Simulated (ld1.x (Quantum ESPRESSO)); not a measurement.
What one change does to a pseudopotential (tantalum, PAW)

* Element: tantalum (Ta)
* Generator: ld1.x (Quantum ESPRESSO) 7.5
* Type: PAW
* Functional: PBE
* Relativity: scalar-relativistic
* Frozen core: [Xe] 4f14
* Valence charge: 5
* Reference configuration: 5d3 6s2 6p0
* Partial waves: 6s (bound): rcut 2.25, rcutus 2.80 bohr; 6s channel at 1.1 Ry: rcut 2.25, rcutus 2.80 bohr; 6p (bound, empty): rcut 3.90, rcutus 4.50 bohr; 6p channel at 3.35 Ry: rcut 3.90, rcutus 4.50 bohr; 5d (bound): rcut 2.65, rcutus 3.00 bohr; 5d channel at 4.15 Ry: rcut 2.65, rcutus 3.00 bohr
* Local potential: all-electron potential smoothed inside 2.80 bohr (lloc = -1)
* Core correction: Bessel-smoothed model core inside 2.30 bohr
* Augmentation charge: BESSEL, radius 2.30 bohr

All-electron outer shells of the reference configuration (PBE, scalar-relativistic, ld1.x):

| shell | level (eV) | outermost node (bohr) | outermost maximum (bohr) |
| --- | --- | --- | --- |
| 5p | -39.40 | 0.58 | 1.13 |
| 4f | -24.70 | – | 0.44 |
| 6s | -5.44 | 1.32 | 2.78 |
| 5d | -3.59 | 0.65 | 1.58 |
| 6p | -1.39 | 1.60 | 3.89 |

Change: wave 6s channel at 1.1 Ry: rcut 2.25, rcutus 2.80 bohr becomes 6s channel at 5.25 Ry: rcut 2.25, rcutus 2.80 bohr.

Cutoffs: the cutoffs (Ry, on a coarse ladder) from which the occupation-weighted sum of valence levels, in a spherical-Bessel basis at the reference potential, stays within 10 and 1 mRy of its value at 400 Ry; they do not see the model core or the augmentation charge, which bear on the density cutoff. Errors are all-electron minus pseudo energies relative to the spin-unpolarised reference configuration.

What does the change do?

Both files are so soft that the ladder of cutoffs tells neither apart; of the 7 tests that both files solve, the error grows in 1 and shrinks in 0 by more than 15 % and 0.3 meV (median size 11.2 → 11.2 meV); the range in which the s phases agree narrows (upper end 2.9 → 0.5); neither file shows a bound ghost.

| quantity | base | changed |
| --- | --- | --- |
| cutoff, loose | 10 Ry | 10 Ry |
| cutoff, tight | 12 Ry | 12 Ry |
| bound ghosts | none | none |
| error for 5d3 6s1 6p0, meV [ΔE 8.47 eV] | -5.8 | -5.8 |
| error for 5d3 6s0 6p0, meV [ΔE 23.44 eV] | -26 | -26 |
| error for 5d2 6s0 6p0, meV [ΔE 47.04 eV] | -230 | -230 |
| error for 5d3 6s1.5 6p0, meV [ΔE 3.46 eV] | -1.7 | -1.8 |
| error for 5d3 6s1 6p1, meV [ΔE 4.18 eV] | -3.2 | -3.7 |
| error for 5d4 6s0 6p0, meV [ΔE 9.90 eV] | -41 | -41 |
| error for 5d3 6s0 6p2, meV [ΔE 8.59 eV] | -11 | -11 |
| s: phases at 4.91 bohr within 0.05 rad from the reference energy up to (Ry; the scan ends near 5) | 2.9 | 0.5 |
| p: phases at 4.91 bohr within 0.05 rad from the reference energy up to (Ry; the scan ends near 5) | 0.7 | 0.7 |
| d: phases at 4.91 bohr within 0.05 rad from the reference energy up to (Ry; the scan ends near 5) | 2.3 | 2.3 |
| lowest overlap eigenvalue by channel | s 0.45, p 0.21, d 0.79 | s 0.68, p 0.21, d 0.79 |
